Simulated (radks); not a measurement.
The numbers below are computed, except where a source is named.
Ionisation ladder of osmium, from Os XXIII to Os XLIV. Each ion is in the ground configuration listed by NIST, and IE = E(next ion) - E(this ion). Level of theory: scalar-relativistic Kohn-Sham, PBEsol, spin-polarised, spherical densities, finite nucleus; open shells are filled with parallel spins first (spin-orbit coupling, left out, can overturn this in heavy ions); Fermi nuclear charge, rms radius 5.4126 fm (a radial shooting solver on a logarithmic mesh with Libxc functionals).

species         configuration  IE, Delta-SCF (eV)  -e(HOMO) (eV)     HOMO
Os XXIII        [Kr] 4d10 4f8              641.61         619.21  4f down
Os XXIV         [Kr] 4d10 4f7              698.79         675.42    4f up
Os XXV          [Kr] 4d10 4f6                   ?         722.53    4f up
Os XXVI         [Kr] 4d10 4f5              795.18         770.74    4f up
Os XXVII        [Kr] 4d10 4f4              844.97         820.02    4f up
Os XXVIII       [Kr] 4d10 4f3                   ?         870.35    4f up
Os XXIX         [Kr] 4d10 4f2              947.60         921.68    4f up
Os XXX          [Kr] 4d10 4f1                   ?         974.01    4f up
Os XXXI             [Kr] 4d10              1270.0         1245.1       4d
Os XXXII             [Kr] 4d9              1321.5         1296.4  4d down
Os XXXIII            [Kr] 4d8              1373.5         1348.2  4d down
Os XXXIV             [Kr] 4d7              1425.8         1400.3  4d down
Os XXXV              [Kr] 4d6              1478.4         1452.8  4d down
Os XXXVI             [Kr] 4d5              1545.3         1518.9    4d up
Os XXXVII            [Kr] 4d4              1600.1         1573.4    4d up
Os XXXVIII           [Kr] 4d3                   ?         1628.4    4d up
Os XXXIX             [Kr] 4d2              1710.8         1683.8    4d up
Os XL                [Kr] 4d1              1766.6         1739.5    4d up
Os XLI                   [Kr]              2030.3         2003.7       4p
Os XLII     [Ar] 3d10 4s2 4p5              2085.5         2059.2  4p down
Os XLIII    [Ar] 3d10 4s2 4p4              2139.9         2114.1  4p down
Os XLIV     [Ar] 3d10 4s2 4p3              2210.8         2183.5    4p up

Estimate the withheld Delta-SCF values.

Answer. Os XXV: 746.44 eV (NIST 770); Os XXVIII: 895.78 eV (NIST 920); Os XXX: 1000.4 eV (NIST 1015); Os XXXVIII: 1655.2 eV (NIST 1660).
